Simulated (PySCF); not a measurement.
Cl3Sc. Atoms are numbered in the order given.

```xyz
4

Sc     0.0000     0.0000     0.0000
Cl     2.2706     0.0000     0.0000
Cl    -1.1353    -1.9664     0.0000
Cl    -1.1353     1.9664     0.0000
```

The structure is a stationary point at B3LYP-D3(BJ)/def2-SVP. The isomer is the one that the SMILES or the coordinates give; other isomers of the formula were not compared.

The numbers are results of HF/def2-TZVPD (PySCF), not measurements.

Symmetry labels are those of the subgroup C2v that the program uses (full group D3h).

Computed valence orbital energies around the gap with their symmetry:
```csv
orbital,symmetry,energy (eV)
HOMO−7,A1,-13.86
HOMO−6,B1,-13.86
HOMO−5,A1,-13.15
HOMO−4,B1,-13.15
HOMO−3,A2,-13.05
HOMO−2,B2,-13.05
HOMO−1,B2,-13.00
HOMO,B1,-12.49
LUMO,A1,-0.14
LUMO+1,B2,0.97
LUMO+2,A1,1.47
LUMO+3,B1,1.47
```
